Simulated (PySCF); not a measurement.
**Dipole response of Ne⁺ (neon, charge +1)**

[He] 2s2 2p5, 2P determinant. Computed with PySCF 2.14 in x2c-TZVPPall with one added diffuse shell each of s, p, d type (6s4p3d1f, 40 functions), with the spin-free X2C one-electron Hamiltonian (Gaussian nucleus). Coupled (time-dependent) response in atomic units; α is the mean over directions.

```csv
method,mean α (bohr³),"α xx, yy, zz",C₆ (like pair),S(−4)
UHF,1.240,"1.300, 1.210, 1.210",2.124,0.4909
PBE,1.403,"1.437, 1.386, 1.386",2.474,0.6919
PBE0,1.348,"1.391, 1.326, 1.326",2.354,0.6185
HSE06,1.349,"1.393, 1.327, 1.327",2.357,0.6197
r2SCANh,1.333,"1.380, 1.309, 1.309",2.363,0.5791
```

S(−4) is the Cauchy moment in α(ω) = α(0) + S(−4) ω² + …

α(iu) at HSE06:

| u (hartree) | α(iu) (bohr³) |
| --- | --- |
| 0 | 1.349 |
| 0.0500 | 1.348 |
| 0.100 | 1.343 |
| 0.200 | 1.325 |
| 0.300 | 1.297 |
| 0.500 | 1.216 |
| 0.750 | 1.093 |
| 1.00 | 0.9657 |
| 1.50 | 0.7441 |
| 2.00 | 0.5788 |
| 3.00 | 0.3718 |
| 5.00 | 0.1864 |

A single London oscillator, α(iu) = α/(1 + u²/ω²), gives C₆ = (3/4) ω α². Matching the computed C₆ needs ω = 4 × 2.357 / (3 × 1.349²) = 1.73 hartree.

For an ion, C₆ is the dispersion term alone; charge-induced terms of lower order in 1/R come first.

The components differ because the open shell of this determinant is not spherical; for a pure term their mean is the scalar polarisability.
